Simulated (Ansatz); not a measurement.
C2H5Br3Ge (SMILES C[CH2][Ge]([Br])([Br])[Br]), singlet, geometry from GFN2-xTB; PBE/6-311G** (Ansatz, an electronic-structure program).

Ansatz was given this input:
Ansatz 0.2 input:
```yaml
crystal:
  periodic: [false, false, false]
  atoms:
    - {symbol: C, position_ang: [-3.15502865, -0.49188467, -0.01584134]}
    - {symbol: C, position_ang: [-2.23232826, 0.69139040, -0.22816183]}
    - {symbol: Ge, position_ang: [-0.26885630, 0.16691518, -0.04450250]}
    - {symbol: Br, position_ang: [0.30436624, -1.44367684, -1.65369566]}
    - {symbol: Br, position_ang: [1.15440114, 2.01679812, -0.31712823]}
    - {symbol: Br, position_ang: [0.13774667, -0.76656643, 2.07080649]}
    - {symbol: H, position_ang: [-2.96456745, -1.27523109, -0.74907078]}
    - {symbol: H, position_ang: [-3.03108272, -0.91279346, 0.98165753]}
    - {symbol: H, position_ang: [-4.19039268, -0.17203254, -0.12261860]}
    - {symbol: H, position_ang: [-2.41535536, 1.47743891, 0.50465013]}
    - {symbol: H, position_ang: [-2.34904976, 1.11487896, -1.22591019]}
basis:
  gaussian:
    orbitals: 6-311G__.json
hamiltonian:
  xc: pbe
```
The basis file holds 6-311G** in the JSON format of the Basis Set Exchange.

Output, abridged:

```
Functional definition: PBE
2144 factors; their error is unknown
mean field evaluation 1: about -268758.9925 eV, gradient 7.3e1 eV
mean field evaluation 2: about -268686.0283 eV, gradient 1.6e2 eV
mean field evaluation 4: about -268770.2325 eV, gradient 1.4e1 eV
mean field evaluation 8: about -268770.5964 eV, gradient 4.9e-1 eV
mean field evaluation 16: about -268770.5500 eV, gradient 2.2e-3 eV
mean field -268770.55001658 eV, -9877.1355338872 hartree, gradient 1.7e-5 eV, S^2 0.000000; 0 other end points of the search recorded, 0 dependent functions left out
reference -268770.55005740 eV, -9877.1355353873 hartree; 77, 77 occupied and 165, 165 virtual orbitals, 2144 factors
Total energy: -268770.55005740 eV, -9877.1355353873 hartree
```
